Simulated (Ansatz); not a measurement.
Gas-phase electronic energies from Ansatz, PBE0-D4/def2-TZVP geometries. CBS: MP2 limit from def2 TZ/QZ plus the TZ coupled-cluster correction, frozen cores. This one scheme is used for every species. Functionals use def2-TZVPP. B3LYP here is the variant with VWN-RPA as its local correlation; programs differ in this. For Br outer-core shells are correlated without core-valence functions, which leaves a few kJ/mol of doubt a bond. Scalar relativity is left out up to krypton. Each species was taken in one conformer, which may not be the lowest.

Consider the ligand exchange at the Al–N bond: `[NH2][Al]([F])[NH][SiH3]` + HBr → `[NH2][Al]([F])[Br]` + `N[SiH3]`.

`[NH2][Al]([F])[NH][SiH3]`:

```xyz
11

N    -0.497    1.996   -0.591
Al    0.922    0.986   -0.388
F     2.412    1.619   -0.708
N     0.841   -0.703    0.150
Si   -0.542   -1.641    0.564
H    -0.473    2.955   -0.893
H    -1.443    1.698   -0.422
H     1.727   -1.185    0.228
H    -0.514   -2.113    1.977
H    -1.734   -0.768    0.381
H    -0.699   -2.844   -0.299
```

HBr:

Cartesian coordinates in Å:
```
Br -0.129 0.690 0.111
H 0.129 -0.690 -0.111
```

`[NH2][Al]([F])[Br]`:

Z-matrix (Å, degrees):
```
N
Al 1 1.746
H 1 1.007 2 124.6
H 1 1.006 2 124.3 3 180.0
F 2 1.642 1 119.7 3 0.0
Br 2 2.237 1 121.2 3 180.0
```

`N[SiH3]`:

Cartesian coordinates in Å:
```
N -0.949 0.295 0.387
Si 0.544 -0.155 -0.339
H -1.001 1.134 0.941
H -1.554 -0.417 0.764
H 1.086 1.035 -1.044
H 1.605 -0.640 0.595
H 0.270 -1.251 -1.304
```

Question: Is it downhill or uphill in electronic energy at CCSD(T)/CBS, and by how much? (An estimate is asked.)

Answer: The calculation gave: Downhill: ΔE = -14.3 kcal/mol.

Question: What do these levels give: PBE-D4, r2SCAN-D4, B3LYP-D4, ωB97X-V, PBE, B3LYP, SCS-MP2/def2-TZVPP, CCSD/def2-TZVPP, HF/def2-QZVPP, SCS-MP2/def2-QZVPP, HF/CBS(def2), MP2/CBS(def2)? (Estimate.)

Answer: The calculation gave: PBE-D4 -14.4, r2SCAN-D4 -14.8, B3LYP-D4 -13.7, ωB97X-V -14.6, PBE -15.2, B3LYP -14.8, SCS-MP2/def2-TZVPP -13.9, CCSD/def2-TZVPP -13.7, HF/def2-QZVPP -16.7, SCS-MP2/def2-QZVPP -14.3, HF/CBS(def2) -16.7, MP2/CBS(def2) -15.2 kcal/mol.

Largest T1 diagnostic among the species: 0.011.

The D4 term adds +1.1 kcal/mol with B3LYP and +0.7 kcal/mol with PBE0; it sums over pairs of atoms, weighted by their polarisabilities, and B3LYP, whose exchange is more repulsive, gets the larger term. In def2-TZVPP, CCSD(T) changes the Hartree–Fock value by +3.7 kcal/mol (the triples alone add +0.3 kcal/mol) and MP2 by +2.8 kcal/mol.
